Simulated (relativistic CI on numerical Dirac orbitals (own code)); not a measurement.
**How well does a small relativistic CI reproduce Sc⁴⁺?**

Method of calculation: Dirac-Coulomb-Breit CI, orbitals from a KLI potential per configuration, QED by a radiative potential, valence Slater integrals scaled by 0.85, configuration energies shifted to the measured levels that pair with them (semi-empirical) (own radial code, finite nucleus).

CI space (outside the closed core [Ne]): 3s2 3p5, 3s 3p6, 3s2 3p4 3d, 3s2 3p4 4s, 3s2 3p4 5s, 3s2 3p3 3d2, 3s 3p5 3d, 3p5 3d2, 3s2 3p4 4p, 3s2 3p4 4d, 3p6 3d, 3s2 3p4 4f, 3s 3p4 3d2, 3s2 3p4 5p, 3s2 3p4 5d, 3s 3p5 4s, 3s2 3p4 5f, 3s2 3p4 5g, 3s 3p5 4p, 3s2 3p3 3d 4s, 3s 3p5 4d, 3s 3p5 5s, 3s2 3p3 3d 4p, 3s 3p5 4f, 3s 3p5 5p, 3s 3p5 5d, 3s 3p5 5f, 3s 3p5 5g, 3s2 3p3 4s2. Levels of other configurations are missing.

```csv
Configuration,Term (tabulated),J,Measured (cm⁻¹),Computed,Error,Purity (%)
3s2 3p5,2P°,3/2,0.0,0,0,97
3s2 3p5,2P°,1/2,4325.6,4300,-26,97
3s 3p6,2S,1/2,174412.0,174409,-3,74
3s2 3p4 3d,2P,1/2,254638.0,254638,0,97
3s2 3p4 3d,2P,3/2,257284.0,257257,-27,94
3s2 3p4 3d,2S,1/2,337650.0,331206,-6444,73
3s2 3p4 3d,2P,3/2,345320.0,348779,3459,93
3s2 3p4 3d,2P,1/2,346890.0,350429,3539,96
3s2 3p4 4s,4P,5/2,386387.0,386432,45,98
3s2 3p4 4s,2P,3/2,395498.0,395423,-75,93
3s2 3p4 4s,2P,1/2,398440.0,398395,-45,97
3s2 3p4 4s,2S,1/2,437508.0,439118,1610,97
3s2 3p4 5s,2P †,1/2,550800.0,552855,2055,93
3s2 3p4 5s,2P †,3/2,552600.0,550545,-2055,62
```

Measured levels from Sugar and Corliss, J. Phys. Chem. Ref. Data 9, 473 (1980); pairs were made by configuration, J and term (by order where the table uses no LS term), so strongly mixed levels may be paired wrongly. Some J values or terms of the table were assigned by a fit.

Mean error by configuration (cm⁻¹): 3s2 3p5 -26; 3s 3p6 -3; 3s2 3p4 3d 105; 3s2 3p4 4s 384. Over the excited levels the mean absolute error is 1388 cm⁻¹ (13 of the 13 excited levels that our extract of the source holds in range could be paired), and the median relative error of those above 1,000 cm⁻¹ is 0.019 %, both after the shifts were fitted to these levels, so that a configuration with one level shows no error. † marks terms whose computed intervals miss the measured ones by more than a factor of 2.5, or configurations far off the rest, from wrong mixing, a near crossing or a doubtful label or measurement; they are left out of the means.

Configurations whose levels could be paired with our table of measured levels were shifted onto them, all but the ground configuration, by the median error of their levels; single terms can still be off by 1,000 to 2,000 cm⁻¹ or more, and rates follow the energies as ν³ (E1, M1) or ν⁵ (E2). The others borrow a shift and can be off by several thousand cm⁻¹ or more. 13 of the 13 excited levels that our extract of the measured tables holds in this range could be paired (the sources list more); they are missed by 1491 cm⁻¹ on average and 6444 at most, after the shifts were fitted to these levels, and levels without a partner can miss by more.

Shifts applied (cm⁻¹): 3s2 3p5 0; 3s 3p6 -12073; 3s2 3p4 3d -12833; 3s2 3p4 4s -21815; 3s2 3p4 5s -27115.
